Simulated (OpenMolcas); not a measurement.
## V IV: from CASSCF to CASPT2

```
Program             : OpenMolcas 26.06
Basis               : ANO-RCC-VQZP [7s6p4d3f2g1h]
Scalar Hamiltonian  : DKH2, point nucleus
Active space        : 2 electrons in 5 orbitals (3d)
State averaging     : 2S+1 = 3 even, 10 roots; 2S+1 = 1 even, 15 roots
Spin-orbit coupling : RASSI with atomic mean-field integrals over the reference wave functions, term energies averaged over their components
```

Methods on the same reference wave functions:
A. CASSCF
B. SS-CASPT2, IPEA 0.25 Eh, imaginary shift 0.1 Eh (closed shells correlated: 3s 3p)

Energies in cm⁻¹ above 3d² ³F₂, the measured ground level; measured values from Sugar and Corliss, J. Phys. Chem. Ref. Data 7, 1191 (1978).

```
  Level      A      B  Measured
3d² ³F₂    0.0    0.0       0.0
3d² ³F₃    320    323       325
3d² ³F₄    736    738       735
3d² ¹D₂  13981  10500     10959
3d² ³P₀  16529  13680          
3d² ³P₁  16640  13790     13239
3d² ³P₂  16880  14030     13458
3d² ¹G₄  21490  18620     18391
3d² ¹S₀  52182  42390     42462
```

Deviations, from unrounded energies. A percentage is the sum of absolute deviations over the sum of measured energies, with the sign that they share, or ± where signs differ.

```csv
Against measurement,Levels,A,B
mean absolute deviation (cm-1),7,3200,270
fine structure of the ground term (%),2,±0.6,±0.5
other terms of the ground configuration (%),5,+23.0,±1.9
```

B lies closest to measurement on these levels. The largest miss of B in the table is 3d² ³P₂, by +570 cm-1. The ranking rests on the paired levels alone, and a cruder setting can come out closer through cancelling errors.

From A to B the spin-free energies of the other terms of 3d² shown, above ³F, scale by factors of 0.74 to 0.86, as is usual when dynamic correlation screens the repulsion within a d or f shell.

The lowest spin-free term lies below A's lowest term by 0.334 hartree in B.

CASPT2 does not keep the components of a term degenerate, so their means are used; among the terms shown or strongly mixed into the levels shown the widest spread is 910 cm-1 (3d² ¹G, B). Without dynamic correlation excited terms often stand tens of per cent too high (terms of higher spin than the ground term too low), and those without a measured partner can miss by more than the paired ones (holds for A). Measured partners are found by configuration, term and J. A level has none where our copy of the source lacks it or the pairing is in doubt (some pairs that miss far off the trend of their configuration count as doubtful), and it then counts in no deviation. Levels of configurations outside the active space are missing.
